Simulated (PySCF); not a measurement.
ScF₂, SMILES [Sc+]([F])[F], charge +1. Atoms are numbered in the order given.

```xyz
3

Sc     0.0000     0.0000     0.4398
F      0.0000    -1.4755    -0.5131
F      0.0000     1.4755    -0.5131
```
Charge +1, spin multiplicity 1.

Coordinates come from a PBE0-D3(BJ)/def2-TZVP optimisation. The multiplicity is an assumed one; other spin states were not compared. The isomer is the one that the SMILES or the coordinates give; other isomers of the formula were not compared.

Two levels are set side by side: PBE/pcSseg-2 (PySCF) and KT2/pcSseg-2 (PySCF). GIAO shifts against CFCl3 (¹⁹F) at the same level; non-relativistic, no solvent, atoms listed together averaged. Differences are taken from unrounded values.

```csv
quantity,KT2
"δ(¹⁹F) of F2, F3 (ppm)",510.4
```

Question: What does PBE give, and how far is it from KT2? (Estimate from the structure and the level; the computed values follow.)

Answer: 
```csv
quantity,PBE,PBE minus KT2
"δ(¹⁹F) of F2, F3 (ppm)",530.1,19.7
```

Rough cost on one machine, each run with all the roots and properties that it gave: KT2 against PBE within a factor of 2.
